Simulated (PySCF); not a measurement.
System: C2H9OSi2, charge 0, multiplicity 2. It need not be the lowest isomer of its formula. 
Structure (B3LYP-D3(BJ)/def2-TZVP (Ansatz) minimum search):
```xyz
14

C      2.7889     0.4823     0.3932
Si     1.5085    -0.7697    -0.1636
O      0.0156    -0.1146     0.0567
Si    -1.6035    -0.2445    -0.1997
C     -2.4291     1.3329     0.3460
H      3.7966     0.1023     0.2143
H      2.6662     1.4150    -0.1652
H      2.6886     0.7039     1.4566
H      1.6840    -1.0875    -1.6151
H     -2.1273    -1.3989     0.5709
H     -1.8515    -0.4911    -1.6422
H     -3.5094     1.2726     0.1925
H     -2.0532     2.1868    -0.2208
H     -2.2472     1.5204     1.4060
```
Charge 0, spin multiplicity 2.

Dispersion corrections to the total energy (kcal/mol) from the dftd3 and dftd4 libraries through PySCF: D3(BJ) without and D4 with the three-body term, each with the damping fitted for the functional named.

```json
[
 {"functional": "TPSS", "D3(BJ)": "-8.80", "D4": "…"},
 {"functional": "BP86", "D3(BJ)": "…", "D4": "-9.43"},
 {"functional": "BLYP", "D3(BJ)": "-14.91", "D4": "-15.07"},
 {"functional": "PW6B95", "D3(BJ)": "-3.94", "D4": "…"},
 {"functional": "CAM-B3LYP", "D3(BJ)": "-5.83", "D4": "-6.03"},
 {"functional": "revPBE", "D3(BJ)": "-16.75", "D4": "-20.54"},
 {"functional": "HF", "D3(BJ)": "-53.69", "D4": "-23.91"}
]
```

Question: What belongs in the gaps?

Answer: 
- TPSS, D4: -9.33
- BP86, D3(BJ): -11.60
- PW6B95, D4: -5.88
